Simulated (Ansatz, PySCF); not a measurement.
Reaction (SMILES): CNC + N (NH3) → 2 CN (CH5N)
Each molecule is optimised on its own at B3LYP-D3(BJ)/def2-TZVP (Ansatz, a program for electronic structure).

Quantity: bond separation energy (electronic energy difference), in kcal/mol. Correlated levels leave the core frozen unless marked. Spin-orbit coupling is left out. Non-relativistic. CBS marks a two-point X^-3 extrapolation of the correlation energy; Hartree-Fock from the larger set. The bracket is a focal-point correction in the basis named.

```json
[
 {"level": "revPBE/def2-TZVPD", "program": "Ansatz", "bond separation energy (kcal/mol)": "___"},
 {"level": "r2SCAN/def2-TZVPD", "program": "Ansatz", "bond separation energy (kcal/mol)": "3.9"},
 {"level": "B3LYP-D3(BJ)/def2-TZVPD", "program": "Ansatz + dftd3", "bond separation energy (kcal/mol)": "3.6"},
 {"level": "B3LYP/def2-TZVPD", "program": "Ansatz", "bond separation energy (kcal/mol)": "3.0"},
 {"level": "PBE0/STO-3G", "program": "Ansatz", "bond separation energy (kcal/mol)": "1.4"},
 {"level": "TPSSh/def2-TZVPD", "program": "PySCF", "bond separation energy (kcal/mol)": "___"},
 {"level": "B2GP-PLYP-D3(BJ)/def2-TZVPD", "program": "Ansatz + dftd3", "bond separation energy (kcal/mol)": "3.9"},
 {"level": "B2PLYP-D3(BJ)/def2-TZVPD", "program": "Ansatz + dftd3", "bond separation energy (kcal/mol)": "3.9"},
 {"level": "CCSD/STO-3G", "program": "Ansatz", "bond separation energy (kcal/mol)": "1.6"},
 {"level": "CCSD/6-31G*", "program": "Ansatz", "bond separation energy (kcal/mol)": "___"},
 {"level": "CCSD/cc-pwCVTZ", "program": "Ansatz", "bond separation energy (kcal/mol)": "3.7"},
 {"level": "RI-MP2/CBS(aug-cc-pVTZ,aug-cc-pVQZ)+[CCSD(T)-MP2]/aug-cc-pVTZ", "program": "Ansatz", "bond separation energy (kcal/mol)": "3.9"}
]
```

**Question.** Complete the blanks.

**Answer.** 
- revPBE/def2-TZVPD, bond separation energy (kcal/mol): 2.9
- TPSSh/def2-TZVPD, bond separation energy (kcal/mol): 2.8
- CCSD/6-31G*, bond separation energy (kcal/mol): 3.5
